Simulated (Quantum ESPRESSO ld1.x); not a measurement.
Problem. The table gives one normalised radial function P(r) = r R(r) of Te20+ in [Ar] 3d10 4s2 4p2 (r in bohr). Method: non-relativistic Kohn-Sham, LDA (Slater exchange, VWN5 correlation), spin-polarised, spherical densities, point nucleus; open shells are filled with parallel spins first (spin-orbit coupling, left out, can overturn this in heavy ions); relativity is left out, which matters for an element this heavy; computed with ld1.x of Quantum ESPRESSO 7.5.

| r | P |
|---|---|
| 0.001787 | 0.0924 |
| 0.002582 | 0.1280 |
| 0.00373 | 0.1737 |
| 0.00539 | 0.2288 |
| 0.007787 | 0.2878 |
| 0.01134 | 0.3370 |
| 0.01639 | 0.3455 |
| 0.02368 | 0.2711 |
| 0.03421 | 0.0715 |
| 0.04943 | -0.2442 |
| 0.07142 | -0.5346 |
| 0.1032 | -0.5048 |
| 0.1503 | 0.0708 |
| 0.2171 | 0.7731 |
| 0.3137 | 0.6393 |
| 0.4533 | -0.5642 |
| 0.6549 | -1.4349 |
| 0.9463 | -0.9473 |
| 1.367 | -0.2101 |
| 1.991 | -0.0110 |

Which n and l does it have? It may be an empty orbital.

Solution. n = 4, l = 0: the number of nodes gives n - l - 1 = 3, the rise at small r (about r^(l+1)) gives l, and the extent must fit the shell. The curve is that of 4s up; the table hardly tells the two spins apart. 4s up: eigenvalue -617.37 eV, 3 radial nodes at r = 0.0375, 0.145, 0.389 bohr, <r> = 0.702 bohr, 90 % of the charge inside 0.992 bohr.
